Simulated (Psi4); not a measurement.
C2H2Cl, doublet (typed; the unrestricted solution is spin-contaminated), at a GFN2-xTB geometry, with bond 5-2 at 1.8 times its length; HF/pcseg-1 in Psi4.

The Psi4 input:
```
memory 2 GB

molecule {
0 2
  C    -0.15812136    0.84949158    0.00022359
  C     0.97259348    1.42818972    0.01535444
  Cl   -0.33990486   -0.95740851   -0.00651845
  H    -1.13412407    1.30084788   -0.01044600
  H     2.86813827    1.21366451    0.03774118
}

set basis pcseg-1
set reference uhf
set stability_analysis follow
set scf_type pk

energy('scf')
print_variables()
```

It wrote (shortened):

```
   => Loading Basis Set <=

    Name: PCSEG-1
    Role: ORBITAL
    Keyword: BASIS

         ---------------------------------------------------------
                                   SCF
               by Justin Turney, Rob Parrish, Andy Simmonett
                          and Daniel G. A. Smith
                              UHF Reference
         ---------------------------------------------------------

  ==> Geometry <==

    Molecular point group: c1
    Full point group: C1

    Geometry (in Angstrom), charge = 0, multiplicity = 2:

       Center              X                  Y                   Z               Mass
    ------------   -----------------  -----------------  -----------------  -----------------
         C           -0.152122437512     0.908740864975    -0.000000000025    12.000000000000
         C            0.978692699874     1.487440834144    -0.000000000025    12.000000000000
         CL          -0.333974180429    -0.898164936337    -0.000000000025    34.968852682000
         H           -1.128182805625     1.360098591647     0.000000003660     1.007825032230
         H            2.874369604331     1.272914946060    -0.000000002185     1.007825032230

  Running in c1 symmetry.

  Rotational constants: A =      1.51789  B =      0.20473  C =      0.18040 [cm^-1]
  Rotational constants: A =  45505.14185  B =   6137.57687  C =   5408.14491 [MHz]
  Nuclear repulsion =   77.916809800198649

  Charge       = 0
  Multiplicity = 2
  Electrons    = 31
  Nalpha       = 16
  Nbeta        = 15

  ==> Algorithm <==

  SCF Algorithm Type is PK.
  DIIS enabled.
  MOM disabled.
  Fractional occupation disabled.
  Guess Type is SAD.
  Energy threshold   = 1.00e-06
  Density threshold  = 1.00e-06
  Integral threshold = 1.00e-12

  ==> Primary Basis <==

  Basis Set: PCSEG-1
    Blend: PCSEG-1
    Number of shells: 26
    Number of basis functions: 56
    Number of Cartesian functions: 59
    Spherical Harmonics?: true
    Max angular momentum: 2

  ==> Integral Setup <==

  Using in-core PK algorithm.
   Calculation information:
      Number of atoms:                   5
      Number of AO shells:              26
      Number of primitives:             58
      Number of atomic orbitals:        59
      Number of basis functions:        56

      Integral cutoff                 1.00e-12
      Number of threads:                 1

  Performing in-core PK
  Using 2548812 doubles for integral storage.
  We computed 58479 shell quartets total.
  Whereas there are 61776 unique shell quartets.

  ==> DiskJK: Disk-Based J/K Matrices <==

    J tasked:                  Yes
    K tasked:                  Yes
    wK tasked:                  No
    Schwarz Cutoff:          1E-12

  Minimum eigenvalue in the overlap matrix is 4.0564085736E-03.
  Reciprocal condition number of the overlap matrix is 9.3338985773E-04.
    Using symmetric orthogonalization.

  ==> Pre-Iterations <==

  SCF Guess: Superposition of Atomic Densities via on-the-fly atomic UHF (no occupation information).

   -------------------------
    Irrep   Nso     Nmo
   -------------------------
     A         56      56
   -------------------------
    Total      56      56
   -------------------------

  ==> Iterations <==

                        Total Energy        Delta E     RMS |[F,P]|

   @UHF iter SAD:  -535.30745177056815   -5.35307e+02   0.00000e+00
   @UHF iter   1:  -536.01350949103858   -7.06058e-01   4.57230e-03 DIIS/ADIIS
   @UHF iter   2:  -536.07089132009992   -5.73818e-02   2.45787e-03 DIIS/ADIIS
   @UHF iter   3:  -536.08516177316517   -1.42705e-02   8.69523e-04 DIIS/ADIIS
   @UHF iter   4:  -536.09061641451240   -5.45464e-03   5.33615e-04 DIIS/ADIIS
   @UHF iter   5:  -536.09355238670253   -2.93597e-03   4.37714e-04 DIIS/ADIIS
   @UHF iter   6:  -536.09588625862648   -2.33387e-03   4.49904e-04 DIIS/ADIIS
   @UHF iter   7:  -536.09524287444628    6.43384e-04   4.41744e-04 DIIS/ADIIS
[...]
  Energy and wave function converged.

    Negative totally symmetric eigenvalue detected: -0.101887
    Wavefunction unstable!
    Lowest UHF->UHF stability eigenvalues:
       A -0.101887

    Rotating orbitals by 0.5 * pi / 2 radians along unstable eigenvector.
    Running SCF again with the rotated orbitals.
   @UHF iter  19:  -535.85190216167223   -5.35852e+02   5.49390e-03 DIIS/ADIIS
   @UHF iter  20:  -536.06658851182328   -2.14686e-01   2.43355e-03 DIIS/ADIIS
   @UHF iter  21:  -536.10700327840675   -4.04148e-02   8.92434e-04 DIIS/ADIIS
   @UHF iter  22:  -536.11268789103406   -5.68461e-03   4.35075e-04 DIIS/ADIIS
   @UHF iter  23:  -536.11408191436249   -1.39402e-03   2.28872e-04 DIIS/ADIIS
   @UHF iter  24:  -536.11462613910862   -5.44225e-04   7.31910e-05 DIIS
   @UHF iter  25:  -536.11466781890817   -4.16798e-05   3.95792e-05 DIIS
   @UHF iter  26:  -536.11468555976933   -1.77409e-05   2.37746e-05 DIIS
   @UHF iter  27:  -536.11469391344053   -8.35367e-06   1.29242e-05 DIIS
   @UHF iter  28:  -536.11469662655907   -2.71312e-06   5.88091e-06 DIIS
   @UHF iter  29:  -536.11469720012587   -5.73567e-07   3.33452e-06 DIIS
   @UHF iter  30:  -536.11469735338937   -1.53263e-07   2.60874e-06 DIIS
   @UHF iter  31:  -536.11469749289768   -1.39508e-07   2.10407e-06 DIIS
   @UHF iter  32:  -536.11469764619392   -1.53296e-07   1.56928e-06 DIIS
   @UHF iter  33:  -536.11469774088550   -9.46916e-08   1.12626e-06 DIIS
   @UHF iter  34:  -536.11469779189258   -5.10071e-08   6.31385e-07 DIIS
    Wavefunction stable under totally symmetric rotations.
    Lowest totally symmetric eigenvalue: 0.086611
    Lowest UHF->UHF stability eigenvalues:
       A 0.086611

    Stability analysis over.

  ==> Post-Iterations <==

   @Spin Contamination Metric:   3.154146752E-01
   @S^2 Expected:                7.500000000E-01
   @S^2 Observed:                1.065414675E+00
   @S   Expected:                5.000000000E-01
   @S   Observed:                5.000000000E-01

    Orbital Energies [Eh]
    ---------------------

    Alpha Occupied:

[...]
      16A     -0.417015

    Alpha Virtual:

[...]
      56A      3.588421

    Beta Occupied:

[...]
    Beta Virtual:

[...]
    Final Occupation by Irrep:
              A
    DOCC [    15 ]
    SOCC [     1 ]
    NA   [    16 ]
    NB   [    15 ]

  @UHF Final Energy:  -536.11469779189258

   => Energetics <=

    Nuclear Repulsion Energy =             77.9168098001986493
    One-Electron Energy =                -892.2756940467188542
    Two-Electron Energy =                 278.2441864546276520
    Total Energy =                       -536.1146977918925813

  UHF NO Occupations:
  HONO-2 :   14  A 1.9953469
  HONO-1 :   15  A 1.8371149
  HONO-0 :   16  A 1.0000000
  LUNO+0 :   17  A 0.1628851
  LUNO+1 :   18  A 0.0046531
  LUNO+2 :   19  A 0.0029119
  LUNO+3 :   20  A 0.0004384

Computation Completed

Properties will be evaluated at   0.000000,   0.000000,   0.000000 [a0]

Properties computed using the SCF density matrix

 Multipole Moments:

 ------------------------------------------------------------------------------------
     Multipole            Electronic (a.u.)      Nuclear  (a.u.)        Total (a.u.)
 ------------------------------------------------------------------------------------

 L = 1.  Multiply by 2.5417464519 to convert [e a0] to [Debye]
 Dipole X            :         -2.2869101            1.9427279           -0.3441822
 Dipole Y            :         -2.9374763            3.2905798            0.3531034
 Dipole Z            :          0.0000000            0.0000000            0.0000000
 Magnitude           :                                                    0.4930958

 ------------------------------------------------------------------------------------

  Variable Map:
  ----------------------------------------------------------------------------
[...]
  Array Variable Map:
  ----------------------------------------------------------------------------
[...]
[...]
```
